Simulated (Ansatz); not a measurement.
`C[Te][SiH2]O` and `C[Te][SiH](O)F` differ in one atom or group.

Ansatz, PBE0-D4/def2-TZVP geometries, multiplicity 1. Each molecule was computed in one conformer, which needn't be the lowest.

Elements past krypton have def2 core potentials.

```json
{"property": "HOMO energy (B3LYP/def2-TZVPP) / eV", "`C[Te][SiH2]O`": "-5.94"}
{"property": "HOMO energy (PBE/def2-TZVPP) / eV", "`C[Te][SiH2]O`": "-5.16"}
{"property": "HOMO–LUMO gap (PBE/def2-TZVPP) / eV", "`C[Te][SiH2]O`": "3.74"}
{"property": "size of the dipole moment (B3LYP/def2-TZVPP) / D", "`C[Te][SiH2]O`": "1.99"}
{"property": "size of the dipole moment (PBE/def2-TZVPP) / D", "`C[Te][SiH2]O`": "1.95"}
{"property": "LUMO energy (ωB97M-V/def2-TZVPP) / eV", "`C[Te][SiH2]O`": "1.17"}
```

Problem. Give the same properties after the change, and the shifts. (An estimate is asked.)

Solution. The calculation gave: 
```tsv
property	`C[Te][SiH](O)F`	shift
HOMO energy (B3LYP/def2-TZVPP) / eV	-6.25	-0.31
HOMO energy (PBE/def2-TZVPP) / eV	-5.42	-0.26
HOMO–LUMO gap (PBE/def2-TZVPP) / eV	3.70	-0.04
size of the dipole moment (B3LYP/def2-TZVPP) / D	2.22	0.23
size of the dipole moment (PBE/def2-TZVPP) / D	2.16	0.21
LUMO energy (ωB97M-V/def2-TZVPP) / eV	0.87	-0.30
```

Dipoles are sizes alone; their direction can turn.

B3LYP here is the variant with VWN-RPA as its local correlation; programs differ in this.

Spin–orbit coupling is left out; it splits and shifts lone-pair levels of the heavy atoms by tenths of an eV.
